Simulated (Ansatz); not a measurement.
Harmonic frequencies (cm⁻¹) at PBE0-D4/def2-TZVP from Ansatz: 37, 198, 266, 355, 361, 370, 434, 441, 456, 480, 619, 699, 730, 750, 1965, 1970, 1983, 1986.

(1) Which molecule is it?
A. `F[B@H-]1[Br+][B@H-](F)[Br+]1`
B. `[F+]1[InH2-][F+][InH2-]1`
C. `[AlH2-]1[Cl+][AlH2-][Cl+]1`
D. `[F+]1[GaH2-][F+][GaH2-]1`

Answers

(1) C.
